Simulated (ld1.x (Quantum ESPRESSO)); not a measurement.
# Configuration tests for C (TM)

carbon (C), norm-conserving Troullier–Martins (Kleinman–Bylander form), made with ld1.x (Quantum ESPRESSO) 7.5 (PBE, scalar-relativistic). Core [He], reference 2s1.5 2p2.5. Waves: 2p (bound): rc 1.95 bohr; 2s (bound): rc 1.35 bohr. Local part: the s channel. Core correction: Bessel-smoothed model core inside 0.60 bohr.

Energies are relative to the spin-unpolarised reference configuration 2s1.5 2p2.5; without spin polarisation the order of configurations can differ from experiment.

```json
{"valence configuration": "2s2 2p2", "charge": "0", "ΔE all-electron (eV)": "-4.236", "error AE − PS (meV)": "+0.1"}
{"valence configuration": "2s2 2p1", "charge": "+1", "ΔE all-electron (eV)": "6.626", "error AE − PS (meV)": "+47"}
{"valence configuration": "2s2 2p0", "charge": "+2", "ΔE all-electron (eV)": "30.782", "error AE − PS (meV)": "+334"}
{"valence configuration": "2s1 2p3", "charge": "0", "ΔE all-electron (eV)": "4.242", "error AE − PS (meV)": "+0.1"}
{"valence configuration": "2s1 2p0", "charge": "+3", "ΔE all-electron (eV)": "78.976", "error AE − PS (meV)": "+642"}
{"valence configuration": "2s0 2p4", "charge": "0", "ΔE all-electron (eV)": "12.739", "error AE − PS (meV)": "+1.4"}
{"valence configuration": "2s1 2p2", "charge": "+1", "ΔE all-electron (eV)": "15.379", "error AE − PS (meV)": "-7.7"}
```

Levels in the configuration 2s1 2p2:

```csv
level,all-electron (eV),pseudo (eV)
2s,-25.852,-25.891
2p,-17.098,-17.089
```
